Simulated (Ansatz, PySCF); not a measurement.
Stepwise substitution at one centre (B Br-H). Gas-phase values, no solvent. Strings in code marks are SMILES.

Quantity: redistribution energy (mixed species minus the weighted end members), in kJ/mol.

Level 1: frozen-core CCSD(T)/cc-pVTZ // PBE0-D4/def2-TZVP (Ansatz, a quantum-chemistry and plane-wave program)
Level 2: PBE-D3(BJ)/def2-TZVP // PBE0-D4/def2-TZVP (PySCF)
Level 3: B3LYP/6-31G* // PBE0-D4/def2-TZVP (PySCF)
Level 4: HF/cc-pVTZ // PBE0-D4/def2-TZVP (Ansatz)

```tsv
species	level 2	level 3	level 4
1 of 3 Br replaced by H: `B(Br)Br`	-16.99	-20.14	-19.80
2 of 3 Br replaced by H: `BBr`	-16.01	-19.44	-19.04
```

What does level 1 give for each?


- 1 of 3 Br replaced by H: `B(Br)Br`: -16.43
- 2 of 3 Br replaced by H: `BBr`: -15.53
